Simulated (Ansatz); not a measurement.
Consider the formal hydrolysis of a B–C bond: `COB(C)F` + H₂O → `COB(O)F` + CH₄.

Program: Ansatz. Geometries: PBE0-D4/def2-TZVP. ΔE: electronic, gas phase. CBS: MP2 limit from def2 TZ/QZ plus the TZ coupled-cluster correction, frozen cores. This one scheme is used for every species. Each species was taken in one conformer, which may not be the lowest.

| species | CCSD(T)/CBS(def2) energy (Eh) |
| --- | --- |
| `COB(C)F` | -279.59237 |
| H₂O | -76.37941 |
| `COB(O)F` | -315.55592 |
| CH₄ | -40.46206 |

Work out ΔE.

ΔE = (-315.55592) + (-40.46206) − (-279.59237) − (-76.37941) = -0.04620 Eh = -29.0 kcal/mol.

Largest T1 diagnostic among the species: 0.012.

At CCSD(T), def2-SVP lies −6.4 kcal/mol from the extrapolated value and def2-TZVPP −1.0 kcal/mol. Leaving LDA and LC-ωPBE aside and taking each functional with its dispersion term where it has one, the values, not all of them listed here, spread over 3.9 kcal/mol, from BHLYP-D4 to revPBE-D4. From BLYP to BHLYP (50 % exact exchange), in def2-TZVPP and without D4, ΔE moves by −1.5 kcal/mol.
